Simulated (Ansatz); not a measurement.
Ir₄, relaxed as a singlet with RKS r2SCAN-D4/def2-SVP in Ansatz, starting from the GFN2-xTB geometry. Force threshold 0.02 eV/Å.

In the def2 sets Ir takes a core potential; there is no spin–orbit coupling. The restricted singlet is unstable towards broken spin symmetry in Hartree–Fock (as tested in another run); at r2SCAN-D4/def2-SVP this wasn't settled. The relaxation made no stability test and no search for a lower SCF solution. No other spin state of charge 0 was run. Another isomer (quintet) lies 1.68 eV lower at PBE0-D4/def2-TZVP; other spin states weren't run for this one.

Start:

```tsv
atom	x (Å)	y (Å)	z (Å)
Ir1	-0.472	-0.405	0.191
Ir2	2.028	0.958	0.463
Ir3	0.640	1.183	-1.299
Ir4	-2.195	-1.736	0.644
```

Q: Estimate the energy that the relaxation releases and the steps that it takes.

A: 7.8 kcal/mol, in 6 steps; 28 s on 4 threads of Arm Neoverse V1 on a shared host. No frequencies were taken in this run, so the end may be a saddle point.

Q: Does the start keep its bonding and symmetry?

A: By distances, no bond broke or formed. The bond that changes most is Ir1–Ir2, from 2.86 to 2.54 Å (atoms count from 1). Point group Cs at the start, Cs at the end, both within 0.05 Å.

Q: Predict the relaxed structure.

A: 
```xyz
4

Ir   -0.462   -0.282    0.000
Ir    1.791    0.726    0.606
Ir    0.624    1.220   -1.376
Ir   -1.953   -1.664    0.770
```
Bond lengths (bridged metal pairs left out): 4 × Ir–Ir 2.17 to 2.54 Å.
